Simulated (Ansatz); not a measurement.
Consider the formal loss of a carbene: `CC(C)(C)[O][AlH2]` → `CC(C)[O][AlH2]` + `[CH2]` (triplet).

Computed with Ansatz on PBE0-D4/def2-TZVP structures; ΔE is electronic, products minus reactants. CCSD(T)/CBS is the MP2 limit (def2-TZVPP, def2-QZVPP) plus CCSD(T) − MP2 in def2-TZVPP, frozen cores. This one scheme is used for every species. DFT in def2-TZVPP. Triplets are unrestricted, without spin–orbit coupling. Each species was taken in one conformer, which may not be the lowest.

```tsv
species	revPBE-D4 energy (Eh)
`CC(C)(C)[O][AlH2]`	-476.74562
`CC(C)[O][AlH2]`	-437.41755
`[CH2]` (triplet)	-39.15947
```

**Question.** Work out ΔE.

**Answer.** ΔE = (-437.41755) + (-39.15947) − (-476.74562) = 0.16860 Eh = +4.59 eV. CCSD(T)/CBS gives +4.69 eV.

Largest T1 diagnostic among the species: 0.012.

From r2SCAN to r2SCAN0 (25 % exact exchange), in def2-TZVPP and without D4, ΔE moves by −0.04 eV. Leaving LDA and LC-ωPBE aside and taking each functional with its dispersion term where it has one, the values, not all of them listed here, spread over 0.39 eV, from r2SCAN0-D4 to ωB97X-V. LDA lies +0.84 eV from PBE without D4.
